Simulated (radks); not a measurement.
Task: The mean radii <r> (bohr) of the occupied orbitals of an atom or ion are listed with their occupations. Method: Dirac Kohn-Sham, BLYP, spin-unpolarised, spherical densities, finite nucleus; Fermi nuclear charge, rms radius of each element as measured or else 0.836 A^(1/3) + 0.57 fm; computed with a radial shooting solver on a logarithmic mesh with Libxc functionals.

| orbital | occ. | <r> |
|---|---|---|
| 1s1/2 | 2 | 0.01580 |
| 2s1/2 | 2 | 0.06579 |
| 2p1/2 | 2 | 0.05388 |
| 2p3/2 | 4 | 0.06292 |
| 3s1/2 | 2 | 0.1710 |
| 3p1/2 | 2 | 0.1615 |
| 3p3/2 | 4 | 0.1780 |
| 3d3/2 | 4 | 0.1545 |
| 3d5/2 | 6 | 0.1595 |
| 4s1/2 | 2 | 0.3770 |
| 4p1/2 | 2 | 0.3777 |
| 4p3/2 | 4 | 0.4125 |
| 4d3/2 | 4 | 0.4161 |
| 4d5/2 | 6 | 0.4272 |
| 5s1/2 | 2 | 0.8313 |
| 4f5/2 | 6 | 0.4380 |
| 4f7/2 | 8 | 0.4442 |
| 5p1/2 | 2 | 0.8844 |
| 5p3/2 | 4 | 0.9734 |
| 5d3/2 | 4 | 1.195 |
| 5d5/2 | 6 | 1.234 |
| 6s1/2 | 1 | 2.012 |
| 6p1/2 | 1 | 2.315 |

Name the element and its charge.

Result: Z = 83, bismuth, charge +3: Bi3+ in [Xe] 4f14 5d10 6s1 6p(1/2: 1, 3/2: 0). The 1s radius gives Z: for a bare nucleus <r> = (2 gamma + 1)/(2Z) with gamma = sqrt(1 - (Z/c)^2), 0.01561 bohr for Z = 83, and screening makes it slightly larger (0.01580 here). The occupations add up to 80, and the charge is Z minus that.
